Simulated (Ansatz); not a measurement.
`O[SiH](O)O[SiH](F)F` and `[OH][GeH2][O][SiH](O)O` differ in one atom or group.

Ansatz, PBE0-D4/def2-TZVP geometries, multiplicity 1. Each molecule was computed in one conformer, which needn't be the lowest.

Scalar relativity is left out up to krypton.

```
                                          property  `O[SiH](O)O[SiH](F)F`
             LUMO energy (ωB97M-V/def2-TZVPP) / eV                   1.96
                LUMO energy (PBE0/def2-TZVPP) / eV                   0.52
           HOMO–LUMO gap (ωB97M-V/def2-TZVPP) / eV                  13.87
               LUMO energy (B3LYP/def2-TZVPP) / eV                   0.14
size of the dipole moment (ωB97M-V/def2-TZVPP) / D                   2.15
             HOMO energy (ωB97M-V/def2-TZVPP) / eV                 -11.90
```

(1) Give the same properties after the change, and the shifts. (Estimate.)

Answers

(1) Computed: 
```json
{"property": "LUMO energy (ωB97M-V/def2-TZVPP) / eV", "`[OH][GeH2][O][SiH](O)O`": "2.07", "shift": "0.11"}
{"property": "LUMO energy (PBE0/def2-TZVPP) / eV", "`[OH][GeH2][O][SiH](O)O`": "0.57", "shift": "0.05"}
{"property": "HOMO–LUMO gap (ωB97M-V/def2-TZVPP) / eV", "`[OH][GeH2][O][SiH](O)O`": "12.87", "shift": "-1.00"}
{"property": "LUMO energy (B3LYP/def2-TZVPP) / eV", "`[OH][GeH2][O][SiH](O)O`": "0.21", "shift": "0.07"}
{"property": "size of the dipole moment (ωB97M-V/def2-TZVPP) / D", "`[OH][GeH2][O][SiH](O)O`": "2.49", "shift": "0.34"}
{"property": "HOMO energy (ωB97M-V/def2-TZVPP) / eV", "`[OH][GeH2][O][SiH](O)O`": "-10.81", "shift": "1.09"}
```

With PBE0 the HOMO rises by 1.01 eV and the LUMO rises by 0.05 eV, so the gap narrows by about 0.96 eV. PBE moves the HOMO by 0.87 eV and ωB97M-V by 1.09 eV. Dipoles are sizes alone; their direction can turn.

B3LYP here is the variant with VWN-RPA as its local correlation; programs differ in this.
